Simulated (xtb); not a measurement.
C₅H₁₅OSi₂ (SMILES C[Si](C)O[Si](C)(C)C), doublet, geometry from GFN2-xTB; GFN2-xTB run with xtb.

Input for xtb:
```
$ xtb mol.xyz --gfn 2 --uhf 1 --etemp 10000 --json

# file mol.xyz
23

C      2.23591472     1.87430437     0.24724250
Si     1.86051365     0.10193727    -0.35061641
C      2.37046986    -1.20345024     0.94391061
O      0.25111153    -0.01641741    -0.60627064
Si    -1.31223883    -0.15232204    -0.15867484
C     -2.33626438     0.58233246    -1.58117978
C     -1.69231924    -1.99934393     0.09955328
C     -1.59480466     0.81681199     1.45819597
H      1.90405235     2.61598159    -0.47240063
H      3.29840457     2.02013633     0.41278727
H      1.71878788     2.06931712     1.18574679
H      3.43721050    -1.17562147     1.14072650
H      2.11605247    -2.20710082     0.61792915
H      1.85030226    -1.01961845     1.88334339
H     -2.14377675     0.06018739    -2.51300186
H     -2.09978148     1.62995801    -1.73930358
H     -3.39951162     0.51111296    -1.37598552
H     -1.11139739    -2.41349470     0.91836361
H     -2.74126322    -2.16090455     0.32637021
H     -1.45551062    -2.57359087    -0.79097342
H     -2.63409598     0.77917427     1.76930579
H     -0.99602882     0.41451355     2.27064515
H     -1.32616142     1.86274778     1.34035427
```

Output, abridged:

```
   ID    Z sym.   atoms
    1    6 C      1, 3, 6-8
    2   14 Si     2, 5
    3    8 O      4
    4    1 H      9-23

           -------------------------------------------------
          |                Calculation Setup                |
           -------------------------------------------------

           -------------------------------------------------
          |                 G F N 2 - x T B                 |
           -------------------------------------------------

          ...................................................
          :                      SETUP                      :
          :.................................................:
          :  # basis functions                  59          :
          :  # atomic orbitals                  57          :
          :  # shells                           33          :
          :  # electrons                        49          :
          :  max. iterations                   250          :
          :  Hamiltonian                  GFN2-xTB          :
          :  restarted?                      false          :
          :  GBSA solvation                  false          :
          :  PC potential                    false          :
          :  electronic temp.        10000.0000000     K    :
          :  accuracy                    1.0000000          :
          :  -> integral cutoff          0.2500000E+02      :
          :  -> integral neglect         0.1000000E-07      :
          :  -> SCF convergence          0.1000000E-05 Eh   :
          :  -> wf. convergence          0.1000000E-03 e    :
          :  Broyden damping             0.4000000          :
          :  net charge                          0          :
          :  unpaired electrons                  1          :
          ...................................................

 iter      E             dE          RMSdq      gap      omega  full diag
   1    -26.1857415 -0.261857E+02  0.393E+00    3.41       0.0  T
   2    -26.2378526 -0.521111E-01  0.229E+00    2.71       1.0  T
   3    -26.2005930  0.372596E-01  0.170E+00    3.66       1.0  T
   4    -26.2682578 -0.676648E-01  0.611E-01    3.15       1.0  T
   5    -26.2723671 -0.410936E-02  0.345E-01    3.36       1.0  T
   6    -26.2727985 -0.431365E-03  0.190E-01    3.34       1.0  T
   7    -26.2728915 -0.930224E-04  0.650E-02    3.35       1.0  T
   8    -26.2728869  0.459222E-05  0.351E-02    3.35       1.0  T
   9    -26.2728980 -0.110461E-04  0.175E-02    3.35       1.2  T
  10    -26.2728993 -0.130998E-05  0.779E-03    3.35       2.7  T
  11    -26.2728995 -0.204392E-06  0.352E-03    3.35       5.9  T
  12    -26.2728996 -0.679811E-07  0.174E-03    3.35      12.0  T
  13    -26.2728996 -0.621452E-08  0.288E-04    3.35      72.5  T
  14    -26.2728996 -0.310010E-09  0.191E-04    3.35     109.0  T

   *** convergence criteria satisfied after 14 iterations ***

         :::::::::::::::::::::::::::::::::::::::::::::::::::::
         ::                     SUMMARY                     ::
         :::::::::::::::::::::::::::::::::::::::::::::::::::::
         :: total energy             -25.928299209929 Eh    ::
         :: gradient norm              0.021111837567 Eh/a0 ::
         :: HOMO-LUMO gap              3.354970477018 eV    ::
         ::.................................................::
         :: SCC energy               -26.272724834809 Eh    ::
         :: -> isotropic ES            0.049692380026 Eh    ::
         :: -> anisotropic ES          0.005159622382 Eh    ::
         :: -> anisotropic XC          0.012063143955 Eh    ::
         :: -> dispersion             -0.017218565697 Eh    ::
         :: repulsion energy           0.344425624880 Eh    ::
         :: add. restraining           0.000000000000 Eh    ::
         :: total charge              -0.000000000035 e     ::
         :::::::::::::::::::::::::::::::::::::::::::::::::::::

           -------------------------------------------------
          |                Property Printout                |
           -------------------------------------------------

    * Orbital Energies and Occupations

         #    Occupation            Energy/Eh            Energy/eV
      -------------------------------------------------------------
         1        2.0000           -0.7589706             -20.6526
       ...           ...                  ...                  ...
        13        1.9935           -0.4624042             -12.5827
        14        1.9933           -0.4612034             -12.5500
        15        1.9929           -0.4592539             -12.4969
        16        1.9924           -0.4573353             -12.4447
        17        1.9922           -0.4564382             -12.4203
        18        1.9918           -0.4548782             -12.3779
        19        1.9915           -0.4535357             -12.3413
        20        1.9912           -0.4525012             -12.3132
        21        1.9881           -0.4430207             -12.0552
        22        1.9412           -0.3910438             -10.6408
        23        1.9350           -0.3877065             -10.5500
        24        1.9165           -0.3792124             -10.3189
        25        1.0882           -0.2682877              -7.3005 (HOMO)
        26        0.0940           -0.1449948              -3.9455 (LUMO)
        27        0.0476           -0.1220861              -3.3221
        28        0.0293           -0.1061948              -2.8897
        29        0.0191           -0.0923479              -2.5129
        30        0.0174           -0.0893057              -2.4301
        31        0.0059           -0.0548174              -1.4917
        32        0.0012           -0.0031988              -0.0870
        33        0.0012           -0.0030917              -0.0841
        34        0.0001            0.0810967               2.2068
        35        0.0000            0.0980298               2.6675
        36        0.0000            0.1013160               2.7569
       ...           ...                  ...                  ...
        57                          0.9089451              24.7337
      -------------------------------------------------------------
                  HL-Gap            0.1232929 Eh            3.3550 eV
             Fermi-level           -0.2600790 Eh           -7.0771 eV

     #   Z          covCN         q      C6AA      α(0)
     1   6 C        3.648    -0.184    24.491     7.110
     2  14 Si       2.572     0.419   178.948    29.352
     3   6 C        3.648    -0.185    24.500     7.111
     4   8 O        1.539    -0.429    21.495     6.254
     5  14 Si       3.447     0.533   102.336    19.722
     6   6 C        3.650    -0.199    24.805     7.154
     7   6 C        3.649    -0.200    24.823     7.157
     8   6 C        3.649    -0.198    24.782     7.152
     9   1 H        0.925     0.030     2.582     2.513
    10   1 H        0.925     0.023     2.687     2.563
    11   1 H        0.925     0.028     2.618     2.530
    12   1 H        0.925     0.024     2.674     2.557
    13   1 H        0.925     0.029     2.596     2.520
    14   1 H        0.925     0.024     2.667     2.554
    15   1 H        0.925     0.036     2.497     2.471
    16   1 H        0.925     0.035     2.516     2.480
    17   1 H        0.925     0.026     2.649     2.545
    18   1 H        0.925     0.033     2.545     2.495
    19   1 H        0.925     0.028     2.613     2.528
    20   1 H        0.925     0.035     2.513     2.479
    21   1 H        0.925     0.028     2.608     2.526
    22   1 H        0.925     0.030     2.591     2.517
    23   1 H        0.925     0.033     2.550     2.497

 Mol. C6AA /au·bohr⁶  :       5806.750984
 Mol. C8AA /au·bohr⁸  :     185661.281339
 Mol. α(0) /au        :        128.789828

Wiberg/Mayer (AO) data.
largest (>0.10) Wiberg bond orders for each atom

 ---------------------------------------------------------------------------
     #   Z sym  total        # sym  WBO       # sym  WBO       # sym  WBO
 ---------------------------------------------------------------------------
     1   6 C    3.858 --    10 H    0.994     9 H    0.988    11 H    0.979
                             2 Si   0.803
     2  14 Si   2.665 --     4 O    1.001     3 C    0.804     1 C    0.803
     3   6 C    3.858 --    12 H    0.994    13 H    0.988    14 H    0.980
                             2 Si   0.804
     4   8 O    2.291 --     5 Si   1.118     2 Si   1.001
     5  14 Si   3.661 --     4 O    1.118     8 C    0.829     7 C    0.828
                             6 C    0.826
     6   6 C    3.905 --    17 H    0.991    16 H    0.986    15 H    0.986
                             5 Si   0.826
     7   6 C    3.906 --    19 H    0.990    18 H    0.986    20 H    0.985
                             5 Si   0.828
     8   6 C    3.908 --    21 H    0.989    22 H    0.986    23 H    0.986
                             5 Si   0.829
     9   1 H    0.991 --     1 C    0.988
    10   1 H    0.993 --     1 C    0.994
    11   1 H    0.987 --     1 C    0.979
    12   1 H    0.993 --     3 C    0.994
    13   1 H    0.992 --     3 C    0.988
    14   1 H    0.987 --     3 C    0.980
    15   1 H    0.991 --     6 C    0.986
    16   1 H    0.991 --     6 C    0.986
    17   1 H    0.992 --     6 C    0.991
    18   1 H    0.992 --     7 C    0.986
    19   1 H    0.992 --     7 C    0.990
    20   1 H    0.991 --     7 C    0.985
    21   1 H    0.992 --     8 C    0.989
    22   1 H    0.992 --     8 C    0.986
    23   1 H    0.992 --     8 C    0.986
 ---------------------------------------------------------------------------

Topologies differ in total number of bonds
Writing topology from bond orders to xtbtopo.mol

molecular dipole:
                 x           y           z       tot (Debye)
 q only:        0.115      -0.058      -0.152
   full:       -0.436       0.057       0.612       1.915
molecular quadrupole (traceless):
                xx          xy          yy          xz          yz          zz
 q only:        2.731      -0.078      -1.931      -2.188       0.221      -0.801
  q+dip:        0.173       0.554       0.583       2.293       0.116      -0.756
   full:        0.871       0.760       0.684       3.097      -0.048      -1.555

           -------------------------------------------------
          | TOTAL ENERGY              -25.928299209929 Eh   |
          | GRADIENT NORM               0.021111837567 Eh/α |
          | HOMO-LUMO GAP               3.354970477018 eV   |
           -------------------------------------------------

normal termination of xtb
```
